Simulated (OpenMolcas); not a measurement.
Ni4+ (d6) among equal point charges was computed by CASSCF with the d shell active (OpenMolcas, ANO-RCC-VDZP on the metal). Its lowest spin-free states, and all those of the highest spin:

| 2S+1 | Degeneracy | E (cm-1) |
| --- | --- | --- |
| 5 | 2 | 0.0 |
| 5 | 1 | 12076 |
| 5 | 2 | 13568 |
| 3 | 2 | 30266 |
| 3 | 1 | 30927 |
| 3 | 1 | 30929 |
| 3 | 2 | 31722 |
| 3 | 1 | 32165 |
| 3 | 2 | 32783 |
| 3 | 2 | 37330 |
| 3 | 2 | 38373 |
| 3 | 1 | 38503 |

Question: Is the site octahedral, tetrahedral or cube-like, axial, or of lower symmetry?

Answer: The states with 2S+1 = 5 have orbital degeneracies 2, 1, 2. There are pairs but no triples, so the site is axial: not cubic, but with a proper or improper axis of order three or more. The run had Ni4+ among 6 point charges of -2 e arranged as a trigonal prism (D3h), 1.62 Å from the ion, with a polar angle of 43.2° against the regular 49.1°.

An orbital doublet at a regular site is open to a Jahn-Teller distortion, which this geometry leaves out. Without dynamic correlation the repulsion within the d shell is too large (B by tens of per cent), so at a given field states of lower spin stand too high. Point charges give a weaker field than real ligands, and real ions of this kind are often low spin; the high spin found here belongs to the model. This is an electrostatic model: the charges have no orbitals. No measured value stands beside these numbers.
